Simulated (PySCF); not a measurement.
Family: silicon hydride cages (EH)n. All species are isolated molecules in the gas phase. Each species was relaxed from one start; no search for lower structures was made at this level. Strings in code marks are SMILES.

The numbers are results of CAM-B3LYP-D3(BJ)/def2-SVP // B3LYP-D3(BJ)/def2-SVP (PySCF), not measurements. Excitations are Tamm–Dancoff values on a coarser integration grid. The basis has no diffuse functions, so Rydberg states are missing or too high.

```
species                                                                                                 HOMO (eV)  dipole moment (D)  HOMO–LUMO gap (eV)  T1 excitation (TDA) (eV)
-----------------------------------------------------------------------------------------------------  ----------  -----------------  ------------------  ------------------------
[3]prismane cage Si6H6 `[SiH]12[SiH]3[SiH]1[SiH]1[SiH]2[SiH]31`                                             -7.18               0.00                6.80                      3.35
[4]prismane cage Si8H8 `[SiH]12[SiH]3[SiH]4[SiH]1[SiH]1[SiH]2[SiH]3[SiH]41`                            (withheld)               0.00          (withheld)                         –
[5]prismane cage Si10H10 `[SiH]12[SiH]3[SiH]4[SiH]1[SiH]1[SiH]2[SiH]2[SiH]3[SiH]4[SiH]12`                   -7.80               0.00                7.06                (withheld)
[6]prismane cage Si12H12 `[SiH]12[SiH]3[SiH]4[SiH]1[SiH]1[SiH]4[SiH]4[SiH]5[SiH]3[SiH]2[SiH]5[SiH]14`       -7.38               0.00                6.65                      3.69
```

Question: Some entries are withheld; supply them.

Answer: 
- [4]prismane cage Si8H8 `[SiH]12[SiH]3[SiH]4[SiH]1[SiH]1[SiH]2[SiH]3[SiH]41`, HOMO (eV): -7.37
- [4]prismane cage Si8H8 `[SiH]12[SiH]3[SiH]4[SiH]1[SiH]1[SiH]2[SiH]3[SiH]41`, HOMO–LUMO gap (eV): 6.74
- [5]prismane cage Si10H10 `[SiH]12[SiH]3[SiH]4[SiH]1[SiH]1[SiH]2[SiH]2[SiH]3[SiH]4[SiH]12`, T1 excitation (TDA) (eV): 3.95
